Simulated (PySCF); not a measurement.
## Removal energies of Dy⁴⁸⁺ from EOM-IP-GCCSD

Reference: closed-shell Dy⁴⁸⁺, [Ar]; one electron is removed. Calculated with PySCF 2.14, two-component X2C-1e with screened spin-orbit coupling, an uncontracted even-tempered set (18 s from 4.2 bohr⁻², ratio 2.6; 14 p from 5.5 bohr⁻², ratio 2.6; 5 d from 5.6 bohr⁻², ratio 2.8; 3 f from 90 bohr⁻², ratio 2.8); frozen [Ne]; the 62 highest virtual spinors dropped; of the others 50 kept and the rest restored at second order. No Breit or QED terms. Binding energies in eV.

```json
{"level": "3s1/2", "Koopmans": "4690.5", "second order": "near a pole", "EOM-CCSD": "4675.6"}
{"level": "3p1/2", "Koopmans": "4510.4", "second order": "4510.2", "EOM-CCSD": "4510.3"}
{"level": "3p3/2", "Koopmans": "4305.1", "second order": "4306.0", "EOM-CCSD": "4306.3"}
```

In EOM-CCSD the overlap with the one-orbital guess is low for 3s1/2 (weight 0.76). That can mean mixing with two-hole, one-particle states, where second order and EOM-CCSD lose accuracy, or only a rotation among the degenerate components of the shell; the terms of those configurations are not listed.

For comparison, the ionisation energy of Dy⁴⁸⁺ is 4303 ± 4 eV (theoretical estimate listed by NIST; NIST Atomic Spectra Database, ionization energies).
